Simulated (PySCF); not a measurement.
Cartesian coordinates (Å):
```xyz
12

C      3.2167    -0.9937    -0.5243
C      2.0568    -0.9319    -0.2066
C      0.6970    -0.8940     0.1751
C     -0.0800     0.2024     0.1056
C     -1.4686     0.2233     0.5003
C     -2.2476     1.3067     0.4350
H      4.2395    -1.0409    -0.8063
H      0.2723    -1.8226     0.5460
H      0.3469     1.1286    -0.2653
H     -1.8823    -0.7109     0.8696
H     -3.2843     1.2794     0.7412
H     -1.8663     2.2537     0.0717
```
Charge 0, multiplicity 1.

Task: Give the HOMO–LUMO gap, HOMO and dipole moment at the level PBE-D3(BJ)/def2-TZVP // B3LYP-D3(BJ)/def2-TZVP (PySCF).

Result: 
```json
{
  "HOMO–LUMO gap": "3.21 eV",
  "HOMO": "-5.64 eV",
  "dipole_moment": "0.60 D"
}
```
